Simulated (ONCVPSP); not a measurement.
**Varying the ONCV potential for Sn**

Base potential:

| Property | Result |
| --- | --- |
| Element | tin (Sn) |
| Generator | ONCVPSP 4.0.1 |
| Type | optimised norm-conserving Vanderbilt (ONCV) |
| Functional | PBE |
| Relativity | scalar-relativistic |
| Frozen core | [Kr] 4d10 |
| Valence charge | 4 |
| Reference configuration | 5s2 5p2 |
| Partial waves | 5s: rc 1.80 bohr, ncon 4, nbas 7, qcut 3.1 1/bohr, 2 projectors, debl 1 Ha; 5p: rc 2.25 bohr, ncon 3, nbas 6, qcut 4.2 1/bohr, 3 projectors, debl 3.5 Ha |
| Local potential | polynomial inside 1.35 bohr (lpopt 3, dvloc0 0 Ha) |
| Core correction | polynomial model core, fcfact 0.15 |

Cutoffs, loose and tight: the cutoffs (Ha) at which the residual kinetic energy of the hardest occupied pseudo-wave falls to 1 and 0.1 mHa per electron. They do not see the model core or the augmentation charge, which bear on the density cutoff. Test errors are all-electron minus pseudo excitation energies from the reference, over the configurations 5s2 5p1; 5s2 5p0; 5s1 5p0; 5s2 5p1.5. A dash means not determined; rows that change the core or the reference have their own tests. The largest error is taken over the tests solved by every variant that gives reliable tests at all: 5s2 5p0; 5s2 5p1; 5s2 5p1.5.

For the base: The cutoffs count occupied waves only; projector 2 of the s channel, the hardest unoccupied one, needs 39 Ha at the loose tolerance.

A true bound ghost makes a file unfit for plane-wave use even where its test errors are small: the radial tests pick states by their node count and pass the ghost by.

```tsv
change	outcome	cutoff, loose	cutoff, tight	bound ghosts	GHOST(+) flags above zero	largest test error (meV)
base	generated	9.0 Ha	22 Ha	none	s, p	-66
local potential polynomial inside 1.60 bohr (lpopt 5, dvloc0 1 Ha)	generated	9.0 Ha	22 Ha	none	s, p	-66
s: rc 2.26	generated	9.2 Ha	22 Ha	s	p	-66
p: qcut 4.3	generated	9.0 Ha	22 Ha	none	s, p	-66
s: qcut 2.8; p: qcut 3.8	generated	11 Ha	25 Ha	none	s, p	-66
core correction none	generated	9.0 Ha	22 Ha	none	s, p	+17
```

Question: What comes out with this change to the base: p: debl 0.35?

Answer: outcome: generated; cutoff, loose: 9.0 Ha; cutoff, tight: 22 Ha; bound ghosts: p; GHOST(+) flags above zero: s, p; largest test error (meV): -66.

Question: What comes out with this change to the base: s: rc 2.68?

Answer: outcome: generated; cutoff, loose: 5.5 Ha; cutoff, tight: 14 Ha; bound ghosts: s; GHOST(+) flags above zero: p; largest test error (meV): -61.
